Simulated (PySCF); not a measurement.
C$_{2}$H$_{4}$, charge +1, doublet, geometry from GFN2-xTB (a state made from the parent by changing its charge; the spin is typed, not shown lowest). Base run: R2SCAN/def2-SV(P) run with PySCF.

Input for PySCF:
```python
from pyscf import gto, scf, dft

mol = gto.M(
    atom='''
C    -0.65225698   -0.04060582    0.00295843
C     0.65225698    0.04060582   -0.00295843
H    -1.33013860    0.73875621    0.37284167
H    -1.23155843   -0.89823292   -0.36122265
H     1.33677212   -0.81125790    0.09455829
H     1.22492491    0.97073461   -0.10617731
''',
    basis='def2-sv(p)',
    charge=1,
    spin=1,
    verbose=4,
)

mf = dft.UKS(mol)
mf.xc = 'r2scan'
mf.kernel()
```

Variants of this job, named by their change:

```tsv
change	ΔE vs base (µEh)	fitting functions
base	0.0	-
auxbasis = def2-universal-jkfit	-32.7	222
auxbasis = cc-pvdz-jkfit	-56.2	232
auxbasis = default (with mf = mf.density_fit())	-80.6	142
auxbasis = even-tempered beta=3.0	-691	176
auxbasis = cc-pvqz-jkfit	-21.7	416
auxbasis = def2-svp-ri	-3078	152
auxbasis = autoaux	-372	258
auxbasis = even-tempered beta=2.0	-183	270
auxbasis = cc-pvtz-jkfit	-38.6	278
```

A fitting set is made for a task (jfit for Coulomb, jkfit for Coulomb and exchange, ri for correlation) and for a family of orbital bases.

Open shells are given as the SCF converged; they aren't shown to be the lowest states, and a large step between rows can be another state.
